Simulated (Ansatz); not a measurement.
Ansatz (a program for electronic structure) input (CCSD(T)/def2-SVPD):

Ansatz 0.2 input:
```yaml
crystal:
  periodic: [false, false, false]
  atoms:
    - {symbol: In, position_ang: [0.00000000, 0.00000000, 0.00000000]}
    - {symbol: F, position_ang: [0.00000000, 0.00000000, 1.85519857]}
    - {symbol: F, position_ang: [-0.00000000, -0.00000000, -1.85519857]}
basis:
  gaussian:
    orbitals: def2-SVPD
total_charge: 1
magnetization: {spin_polarized: false}
correlation: {method: ccsd_t, electrons: outside_noble_gas}
output: {forces: true}
```

End of the output:

```
868 factors; integrals over basis functions are off by at most 2.4e-4 eV
mean field: 0.23 GiB planned
mean field evaluation 1: about -10538.8147 eV, gradient 7.7e1 eV
mean field evaluation 2: about -10538.8925 eV, gradient 7.7e1 eV
mean field evaluation 4: about -10548.5839 eV, gradient 2.3e0 eV
mean field evaluation 8: about -10548.6439 eV, gradient 1.5e-1 eV
mean field evaluation 16: about -10542.0065 eV, gradient 6.6e1 eV
mean field -10548.64410195 eV, -387.6555206190 hartree, gradient 9.7e-7 eV, S^2 0.000000; 0 other end points of the search recorded, 0 dependent functions left out
11 core orbitals not correlated, not the lowest: weight in the atoms' cores, before any rotation towards them, 0.864 or more for the frozen orbitals, at most 0.110 for the correlated occupied ones
reference -10548.64410195 eV, -387.6555206190 hartree; 8, 8 occupied and 59, 59 virtual orbitals, 868 factors
densities: 0.26 GiB planned
second order -12.22221993 eV of doubles, -0.00000000 eV of singles
coupled cluster: 0.19 GiB planned
cycle   1  -11.68442707 eV  change    5.4e-1 eV  update   1.2e-1
cycle   2  -12.04090229 eV  change   -3.6e-1 eV  update   4.7e-2
cycle   3  -12.12791616 eV  change   -8.7e-2 eV  update   2.0e-2
cycle   4  -12.12698142 eV  change    9.3e-4 eV  update   5.2e-3
cycle   5  -12.11998849 eV  change    7.0e-3 eV  update   1.6e-3
cycle   6  -12.12026456 eV  change   -2.8e-4 eV  update   5.3e-4
cycle   7  -12.12047104 eV  change   -2.1e-4 eV  update   1.5e-4
cycle   8  -12.12036469 eV  change    1.1e-4 eV  update   4.3e-5
cycle   9  -12.12034350 eV  change    2.1e-5 eV  update   1.1e-5
cycle  10  -12.12035165 eV  change   -8.1e-6 eV  update   4.5e-6
perturbative correction -0.30681687 eV, -0.0112753120 hartree
the calculation of the forces begins
Total energy: -10561.07127047 eV, -388.1122106387 hartree
Atom 0 at     0.000000     0.000000     0.000000 Å, force     0.000000     0.000000     0.000000 eV/Å
Atom 1 at     0.000000     0.000000     1.855199 Å, force    -0.000000    -0.000000     1.214232 eV/Å
Atom 2 at    -0.000000    -0.000000    -1.855199 Å, force    -0.000000    -0.000000    -1.214232 eV/Å
Dipole moment:    -0.000000     0.000000    -0.000000 e Å
```
